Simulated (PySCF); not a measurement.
Al(Br)(Me)2 (C2H6AlBr), SMILES [CH3][Al]([CH3])[Br]. Atoms are numbered in the order given.

```xyz
10

Al     0.7041     0.6367     0.1016
Br    -0.9915    -0.8858    -0.1470
C      0.5499     2.3411    -0.8496
H      1.3315     2.4119    -1.6373
H      0.7200     3.1960    -0.1606
H     -0.4359     2.4756    -1.3369
C      2.1935     0.1064     1.2573
H      3.0241     0.8415     1.2464
H      2.5992    -0.8829     0.9583
H      1.8490    -0.0022     2.3082
```
Charge 0, spin multiplicity 1.

Coordinates come from a PBE-D3(BJ)/def2-SVP optimisation. The structure was generated by enumeration; whether it is a known compound was not checked.

The numbers are results of PySCF with PBE/def2-TZVP, not measurements.

The molecule is in vacuum.

Computed frontier levels, gap, dipole moment and polarisability:
| Property | Result |
|---|---|
| highest occupied level | -6.53 eV |
| lowest empty level | -1.59 eV |
| orbital gap | 4.94 eV |
| dipole moment | 2.11 D |
| quadrupole, principal values (traceless, Buckingham form, about the centre of nuclear charge) | -2.31, -1.11, 3.43 D·Å |
| mean static polarisability | 73.5 bohr³ (10.90 Å³) |
| polarisability, principal values | 58.0, 77.0, 85.7 bohr³ |
